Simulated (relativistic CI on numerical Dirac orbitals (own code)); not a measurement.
**Calculated levels, Te XLIII**

These numbers are calculated, not measured: Dirac-Coulomb-Breit CI, KLI orbitals optimised for each configuration, model QED (radiative potential, 1s self-energy scaled to tabulated hydrogen-like ionisation energies), unscaled Slater integrals (own radial code, finite nucleus).

Configuration list (outside the closed core 1s2): 2s2.2p6, 2s2.2p5.3s, 2s2.2p5.3p, 2s2.2p5.3d, 2s.2p6.3s, 2s.2p6.3p, 2s.2p6.3d, 2s2.2p5.4s, 2s2.2p5.4p, 2s2.2p5.4d, 2s2.2p5.4f, 2s.2p6.4s, 2s.2p6.4p, 2s2.2p4.3s2, 2s.2p6.4d, 2s.2p6.4f, 2s2.2p5.5s, 2s2.2p4.3s.3p, 2s2.2p5.5p, 2s2.2p5.5d, 2s2.2p5.5f, 2s2.2p5.5g, 2s2.2p4.3p2, 2s2.2p4.3s.3d, 2s2.2p4.3p.3d, 2s.2p5.3s2, 2s2.2p4.3d2, 2s.2p5.3s.3p, 2s.2p5.3p2, 2s.2p5.3s.3d, 2s.2p6.5s, 2s.2p6.5p, 2s.2p6.5d, 2s.2p6.5f, 2s.2p6.5g, 2s.2p5.3p.3d. Levels of other configurations are missing.

| No. | Configuration | Term | J | E (10³ cm⁻¹) | % | Landé g | jj configuration (%) |
| --- | --- | --- | --- | --- | --- | --- | --- |
| 41 | 2s2.2p5.4p | 3D | 2 | 43075.8 | 50 | 1.152 | 2p3/2^3 4p1/2 (100) |
| 42 | 2s2.2p5.4p | 3D | 3 | 43312.1 | 100 | 1.324 | 2p3/2^3 4p3/2 (100) |
| 43 | 2s2.2p5.4p | 1P | 1 | 43313.5 | 58 | 1.275 | 2p3/2^3 4p3/2 (99) |
| 44 | 2s2.2p5.4p | 3P | 2 | 43335.5 | 67 | 1.326 | 2p3/2^3 4p3/2 (100) |
| 45 | 2s2.2p5.4p | 1S | 0 | 43432.3 | 63 |  | 2p3/2^3 4p3/2 (100) |
| 46 | 2s2.2p5.4d | 3P° | 0 | 43626.6 | 100 |  | 2p3/2^3 4d3/2 (100) |
| 47 | 2s2.2p5.4d | 3P° | 1 | 43642.7 | 73 | 1.224 | 2p3/2^3 4d3/2 (92) |
| 48 | 2s2.2p5.4d | 3F° | 3 | 43651.8 | 54 | 1.059 | 2p3/2^3 4d3/2 (100) |
| 49 | 2s2.2p5.4d | 3D° | 2 | 43663.2 | 57 | 1.098 | 2p3/2^3 4d3/2 (98) |
| 50 | 2s2.2p5.4d | 3F° | 4 | 43700.7 | 100 | 1.242 | 2p3/2^3 4d5/2 (100) |
| 51 | 2s2.2p5.4d | 1D° | 2 | 43712.7 | 53 | 1.168 | 2p3/2^3 4d5/2 (98) |
| 52 | 2s2.2p5.4d | 3D° | 3 | 43731.3 | 70 | 1.229 | 2p3/2^3 4d5/2 (100) |
| 53 | 2s2.2p5.4d | 1P° | 1 | 43790.9 | 64 | 0.940 | 2p3/2^3 4d5/2 (92) |
| 54 | 2s2.2p5.4f | 3D | 1 | 43887.7 | 100 | 0.506 | 2p3/2^3 4f5/2 (100) |
| 55 | 2s2.2p5.4f | 3G | 4 | 43891.9 | 52 | 1.023 | 2p3/2^3 4f5/2 (100) |
| 56 | 2s2.2p5.4f | 3D | 2 | 43899.2 | 61 | 0.971 | 2p3/2^3 4f5/2 (92) |
| 57 | 2s2.2p5.4f | 3F | 3 | 43906.4 | 53 | 1.001 | 2p3/2^3 4f5/2 (99) |
| 58 | 2s2.2p5.4f | 3G | 5 | 43916.2 | 100 | 1.193 | 2p3/2^3 4f7/2 (100) |
| 59 | 2s2.2p5.4f | 1D | 2 | 43923.6 | 66 | 0.975 | 2p3/2^3 4f7/2 (92) |
| 60 | 2s2.2p5.4f | 1F | 3 | 43927.8 | 47 | 1.128 | 2p3/2^3 4f7/2 (99) |
| 61 | 2s2.2p5.4f | 3F | 4 | 43933.2 | 73 | 1.180 | 2p3/2^3 4f7/2 (100) |
| 62 | 2s2.2p5.4s | 3P° | 0 | 45059.0 | 100 |  | 2p1/2 2p3/2^4 4s (100) |
| 63 | 2s2.2p5.4s | 3P° | 1 | 45065.5 | 66 | 1.319 | 2p1/2 2p3/2^4 4s (100) |
| 64 | 2s2.2p5.4p | 3D | 1 | 45351.2 | 74 | 0.653 | 2p1/2 2p3/2^4 4p1/2 (100) |
| 65 | 2s2.2p5.4p | 3P | 0 | 45426.9 | 63 |  | 2p1/2 2p3/2^4 4p1/2 (100) |
| 66 | 2s2.2p5.4p | 3P | 1 | 45599.5 | 51 | 1.496 | 2p1/2 2p3/2^4 4p3/2 (100) |
| 67 | 2s2.2p5.4p | 3D | 2 | 45604.5 | 50 | 1.159 | 2p1/2 2p3/2^4 4p3/2 (100) |
| 68 | 2s2.2p5.4d | 3F° | 2 | 45931.7 | 74 | 0.759 | 2p1/2 2p3/2^4 4d3/2 (100) |
| 69 | 2s2.2p5.4d | 3D° | 1 | 45980.7 | 49 | 0.834 | 2p1/2 2p3/2^4 4d3/2 (100) |
| 70 | 2s2.2p5.4d | 3P° | 2 | 45993.2 | 47 | 1.286 | 2p1/2 2p3/2^4 4d5/2 (100) |
| 71 | 2s2.2p5.4d | 3F° | 3 | 46000.5 | 44 | 1.105 | 2p1/2 2p3/2^4 4d5/2 (100) |
| 72 | 2s2.2p5.4f | 3G | 3 | 46181.6 | 73 | 0.819 | 2p1/2 2p3/2^4 4f5/2 (100) |
| 73 | 2s2.2p5.4f | 3F | 2 | 46186.5 | 45 | 0.887 | 2p1/2 2p3/2^4 4f5/2 (100) |
| 74 | 2s2.2p5.4f | 3G | 4 | 46208.8 | 41 | 1.079 | 2p1/2 2p3/2^4 4f7/2 (100) |
| 75 | 2s2.2p5.4f | 3D | 3 | 46209.2 | 54 | 1.201 | 2p1/2 2p3/2^4 4f7/2 (100) |
| 76 | 2s.2p6.4s | 3S | 1 | 47421.9 | 100 | 1.989 | 2s 4s (100) |
| 77 | 2s.2p6.4s | 1S | 0 | 47473.4 | 100 |  | 2s 4s (100) |
| 78 | 2s.2p6.4p | 3P° | 0 | 47721.4 | 100 |  | 2s 4p1/2 (100) |
| 79 | 2s.2p6.4p | 3P° | 1 | 47723.6 | 69 | 1.333 | 2s 4p1/2 (99) |
| 80 | 2s2.2p5.5s | 3P° | 2 | 47912.3 | 80 | 1.489 | 2p3/2^3 5s (80) |
| 81 | 2s2.2p5.5s | 1P° | 1 | 47934.7 | 66 | 1.151 | 2p3/2^3 5s (99) |
| 82 | 2s.2p6.4p | 1P° | 1 | 47978.2 | 70 | 1.152 | 2s 4p3/2 (100) |
| 83 | 2s.2p6.4p | 3P° | 2 | 47980.3 | 80 | 1.492 | 2s 4p3/2 (80) |
| 84 | 2s2.2p5.5p | 3P | 1 | 48075.0 | 49 | 1.525 | 2p3/2^3 5p1/2 (99) |
| 85 | 2s2.2p5.5p | 3D | 2 | 48075.4 | 50 | 1.151 | 2p3/2^3 5p1/2 (99) |

Energies count from the lowest computed level; ° marks odd parity. Filled j subshells are mostly left out of the jj labels.

The mean weight of the leading LS term, summed over parents, in these 45 levels is 68 %, and that of the leading jj configuration (from the same eigenvectors) 98 %, so jj coupling describes them better and the LS labels are nominal.

At this charge energies of transitions that change n are usually good to better than 1 %, and those within a shell (Δn = 0) to a few per cent.

LS names give the leading component of a level, which can be under half, so a name can repeat, a term be missing and a line seem to break the LS rules.
